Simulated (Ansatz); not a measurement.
The cluster Al₃B⁻. The state is a quartet with charge -1. Geometry B3LYP-D4/def2-TZVPD; atoms count from 1.

```xyz
4

B     0.4423    0.0129   -0.5285
Al   -0.7538    1.5862   -1.0755
Al   -0.9250   -0.0344    1.0906
Al    1.2365   -1.5647    0.5134
```

At PBE0-D4/def2-TZVPD a doublet of charge -1 lies 0.18 eV below the quartet, each at its own geometry. The structure comes from a short search, and lower isomers may exist.

Question: Estimate the Mulliken populations from the PBE0/def2-TZVPD orbitals of Ansatz.

Answer: 
| atom | charge (e) | spin (α − β) |
| --- | --- | --- |
| B1 | 0.48 | 0.59 |
| Al2 | -0.52 | 0.72 |
| Al3 | -0.43 | 0.97 |
| Al4 | -0.52 | 0.72 |
Mulliken values and Mayer orders depend strongly on the basis. With diffuse functions, as here, like atoms can get unlike values, and bond orders can come out too low or too high.

Question: Where does the spin sit?

Answer: Summed by element: B 0.59, Al 2.41, of 3 unpaired in all. Largest on single atoms: Al3 0.97, Al2 0.72, Al4 0.72.

Question: And the Mayer bond orders between bonded heavy atoms (over 0.3)?

Answer: B1–Al2 0.45 (2.05 Å); B1–Al3 0.75 (2.12 Å); B1–Al4 0.45 (2.05 Å); Al2–Al3 0.68 (2.71 Å); Al3–Al4 0.68 (2.71 Å). Values over 0.3 also appear between atoms too far apart for a bond (Al2–Al4 0.50 at 4.05 Å); they arise where an orbital or an unpaired electron spreads over both atoms.
